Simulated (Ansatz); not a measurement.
Ansatz (an electronic-structure program) input (CCSD(T)/cc-pVQZ):

Ansatz 0.2 input:
```yaml
crystal:
  periodic: [false, false, false]
  atoms:
    - {symbol: C, position_ang: [1.47801974, -0.23317056, 1.29644757]}
    - {symbol: Ge, position_ang: [-0.04109615, -0.13011614, 0.08963987]}
    - {symbol: C, position_ang: [-1.72140958, 0.47365029, 0.85562352]}
    - {symbol: C, position_ang: [-0.15352738, -1.49717514, -1.28630599]}
    - {symbol: N, position_ang: [0.48075093, 1.52212463, -1.04862513]}
    - {symbol: H, position_ang: [1.56178904, 0.66802390, 1.90313353]}
    - {symbol: H, position_ang: [2.40633456, -0.39462944, 0.74926909]}
    - {symbol: H, position_ang: [1.32939643, -1.08019610, 1.96772601]}
    - {symbol: H, position_ang: [-2.45716789, 0.68075605, 0.07909051]}
    - {symbol: H, position_ang: [-1.57804848, 1.36118296, 1.47123299]}
    - {symbol: H, position_ang: [-2.11583787, -0.31952224, 1.49238058]}
    - {symbol: H, position_ang: [-0.91904174, -1.25389865, -2.02254370]}
    - {symbol: H, position_ang: [-0.42683330, -2.44167908, -0.81368345]}
    - {symbol: H, position_ang: [0.80521769, -1.63424281, -1.78556240]}
    - {symbol: H, position_ang: [-0.22187845, 1.72554988, -1.75864952]}
    - {symbol: H, position_ang: [1.36703022, 1.37995622, -1.53184523]}
    - {symbol: H, position_ang: [0.58036330, 2.35771583, -0.47323896]}
basis:
  gaussian:
    orbitals: cc-pVQZ
total_charge: 1
magnetization: {spin_polarized: false}
correlation: {method: ccsd_t, electrons: outside_noble_gas}
```

Output:

```
Functional definition: HF
integrals: 25.72 GiB planned
3737 factors; integrals over basis functions are off by at most 7.8e-4 eV
9.61 GiB of device memory are held for the factors and their scratch space
mean field: 8.44 GiB planned
mean field evaluation 1: about -61228.2070 eV, gradient 5.7e1 eV
mean field evaluation 2: about -61228.2825 eV, gradient 5.7e1 eV
mean field evaluation 4: about -61235.5709 eV, gradient 4.1e0 eV
mean field evaluation 8: about -61235.6368 eV, gradient 2.4e-1 eV
mean field evaluation 16: about -61234.2885 eV, gradient 2.4e1 eV
mean field -61235.63708345 eV, -2250.3681558111 hartree, gradient 1.8e-6 eV, S^2 0.000000; 0 other end points of the search recorded, 0 dependent functions left out
18 core orbitals not correlated
reference -61235.63708345 eV, -2250.3681558111 hartree; 16, 16 occupied and 614, 614 virtual orbitals, 3737 factors
second order -25.22545466 eV of doubles, -0.00000000 eV of singles
coupled cluster: 54.75 GiB planned
cycle   1  -25.95137082 eV  change   -7.3e-1 eV  update   8.9e-2
cycle   2  -26.52249911 eV  change   -5.7e-1 eV  update   2.5e-2
cycle   3  -26.60527387 eV  change   -8.3e-2 eV  update   9.6e-3
cycle   4  -26.60148696 eV  change    3.8e-3 eV  update   2.0e-3
cycle   5  -26.60215466 eV  change   -6.7e-4 eV  update   6.5e-4
cycle   6  -26.60220909 eV  change   -5.4e-5 eV  update   1.6e-4
cycle   7  -26.60211541 eV  change    9.4e-5 eV  update   4.8e-5
cycle   8  -26.60212109 eV  change   -5.7e-6 eV  update   1.5e-5
perturbative correction -1.02798374 eV, -0.0377777056 hartree
Total energy: -61263.26718828 eV, -2251.3835434353 hartree
```

It need not be the lowest isomer of its formula.
